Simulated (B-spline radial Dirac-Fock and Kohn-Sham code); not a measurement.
## Subshell photoionisation cross sections of S⁴⁺ against photon energy

System: sulfur as S⁴⁺ in the configuration [Ne] 3s2.

The computed values come from a radial atomic solver: the independent-particle Dirac-Slater model, thresholds from Dirac-Fock. Values are in kb; a dash marks an energy below the computed threshold.

```
hν (eV)        1s        2s     2p1/2     2p3/2        3s
   83.8         –         –         –         –       414
    102         –         –         –         –       320
    108         –         –         –         –       296
    123         –         –         –         –       247
    265         –         –       868      1730      74.6
   1240         –      29.8      13.8      27.1      3.91
   1460         –      21.0      8.35      16.3      2.74
   1980         –      10.6      3.16      6.16      1.39
   2520         –      6.02      1.43      2.78     0.788
   4840      18.9      1.18     0.152     0.293     0.155
   6160      9.70     0.627    0.0640     0.123    0.0825
   8870      3.45     0.232    0.0169    0.0322    0.0307
  12300      1.33    0.0924   0.00497   0.00942    0.0122
  14800     0.767    0.0542   0.00246   0.00464   0.00719
  15700     0.643    0.0457   0.00196   0.00369   0.00606
  16000     0.608    0.0432   0.00182   0.00343   0.00573
  28700     0.102   0.00755  0.000189  0.000348   0.00101
  33700    0.0621   0.00462  0.000101  0.000184  0.000617
 133000  0.000801  6.19e-05  4.94e-07  8.29e-07  8.29e-06
```

At 133000 eV the multipoles beyond E1 give 33.9 % of 1s, 34.0 % of 2s, 48.3 % of 2p1/2, 45.7 % of 2p3/2, 34.0 % of 3s.

Run: 2.4 s of CPU time on 1 thread of Neoverse-N1 (shared host), peak memory 0.29 GiB.
